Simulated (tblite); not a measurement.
Compound: C2H4FO3S (doublet state).
SMILES with atom numbers: `[O:1]=[S:2](=[O:3])([OH:4])[CH:5][CH2:6][F:7]` (hydrogens: H8 on O4; H9 on C5; H10, H11 on C6)

Geometry (GFN2-xTB, Å), atoms numbered from 1 in this order:
```xyz
11
C2H4FO3S angstrom
O      2.1531   -0.6211    1.0193
S      1.1139    0.2090    0.4977
O      0.7020    1.3784    1.2016
O      1.5750    0.6566   -0.9878
C     -0.3084   -0.7314    0.1285
C     -1.5385    0.0303   -0.0347
F     -2.6571   -0.7556   -0.0572
H      2.4308    0.2723   -1.1851
H     -0.2752   -1.8009    0.1557
H     -1.5388    0.6054   -0.9777
H     -1.6512    0.7596    0.7837
```

Calculated harmonic vibrations of the isolated species, GFN2-xTB (tblite), most abundant isotopes, no scaling. Against measured fundamentals such values can be off by several per cent, at times by over 20. One conformer, not necessarily the lowest. Open shells enter through the occupations alone, without spin polarisation, and single modes of such species can be off by tens of per cent.

Harmonic wavenumbers (cm⁻¹): 38.9, 56.7, 135.2, 172.7, 242.4, 312.5, 333.4, 368.4, 404.1, 448.4, 516.9, 713.2, 791.4, 867.3, 870.8, 1018.1, 1060.4, 1118.5, 1132.1, 1201.0, 1281.3, 1297.6, 1373.6, 2806.6, 2860.8, 3170.5, 3600.0.

A = 4679, B = 1275, C = 1270 MHz; mass 126.987 u (most abundant isotopes); point group C1, symmetry number 1; spin multiplicity 2.

Task: Zero-point energy?

Result: ½Σν̃ = 14096 cm⁻¹ = 40.30 kcal/mol.

Task: What is S at 500 K and 1 bar for an ideal gas of classical rigid rotors and harmonic oscillators?

Result: Translation 43.02, rotation 29.68, vibration 38.41, spin (R ln 2) 1.38: S = 112.5 cal/(mol K).

Task: And Cp and H(500 K) − H(0)?

Result: Cp = 40.24 cal/(mol K), of which vibrations give 32.29 (their classical limit is 27 R = 53.7); H(500 K) − H(0) = 13.26 kcal/mol without the zero-point energy, 9.29 from vibrations.

Task: Blend soft modes into free rotors: weight 1/[1 + (100 cm⁻¹/ν̃)⁴] for the oscillator and the rest for a rotor with moment μB/(μ + B), μ = h/(8π²ν), B = 10⁻⁴⁴ kg m². What vibrational entropy results?

Result: 34.67 cal/(mol K) in place of 38.41, which changes −T·S at 500 K by +1.87 kcal/mol.

Task: Which modes carry the vibrational entropy at 500 K?

Result: 38.9 cm⁻¹: 6.34; 56.7 cm⁻¹: 5.59; 135.2 cm⁻¹: 3.88; 172.7 cm⁻¹: 3.40; 242.4 cm⁻¹: 2.74; 312.5 cm⁻¹: 2.26 cal/(mol K); the other 21 give 14.20 together.

Task: How do the functions run with temperature in this model?

Result: 
```
T (K)  S (cal/(mol K))  Cp (cal/(mol K))  H − H(0) (kcal/mol)  G − H(0) (kcal/mol)  ln q(vib)
  100             69.1              16.8                 1.23                -5.68       1.73
  200             83.2              24.5                 3.31               -13.33       3.93
  300             94.4              30.8                 6.08               -22.23       6.05
  800            133.3              47.9                26.62               -80.01      15.17
 1000            144.3              51.0                36.53              -107.80      18.19
```

q(vib) and H(0) count from the zero-point level.

Task: What must be added to the electronic energy to get the Gibbs energy at 500 K and 1 bar?

Result: ZPE + [H(500 K) − H(0)] − T·S = 40.30 + 13.26 − 56.25 = -2.69 kcal/mol.

Hindered rotation and anharmonicity are outside this model. Other conformers, if any are populated, would add a mixing term that is left out. The structure is chiral; the term R ln 2 for an equal mix with its mirror image is left out.
